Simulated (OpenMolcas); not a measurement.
## Exact exchange and the vertical energy of the triplet above the singlet of BSiH3OF2

BSiH3OF2 has 8 atoms, charge 0, and is taken as a singlet. As SMILES, `FB(F)O[SiH3]`. Geometry: relaxed at PBE0-D4/def2-TZVP.

The vertical energy of the triplet above the singlet y, in eV, basis cc-pVDZ; a is the functional's share of exact exchange. Programs: OpenMolcas 26.06.

| functional | program | a | y (eV) |
| --- | --- | --- | --- |
| revPBE | OpenMolcas | 0 | 7.23 |
| BLYP | OpenMolcas | 0 | 7.32 |
| B3LYP | OpenMolcas | 0.2 | ? |
| PBE0 | OpenMolcas | 0.25 | 7.69 |
| BHLYP | OpenMolcas | 0.5 | 8.27 |

Problem. Fit y = c + s·a to the known rows and predict B3LYP.

Solution. 
1. Means of the 4 rows: a = 0.1875, y = 7.628.
2. Σ(Δa)² = 0.17188, Σ(Δa·Δy) = 0.33687, so the slope is 0.33687/0.17188 = 1.9599.
3. Intercept: 7.628 − (1.9599) × 0.1875 = 7.261. The largest residual of the fit is 0.061.
4. B3LYP: 7.261 + (1.9599) × 0.2 = 7.65 eV.

The run gave 7.74 eV, so the prediction is off by -0.09 eV, about the largest residual. The rows mix families of semi-local functionals, which the line can't see.
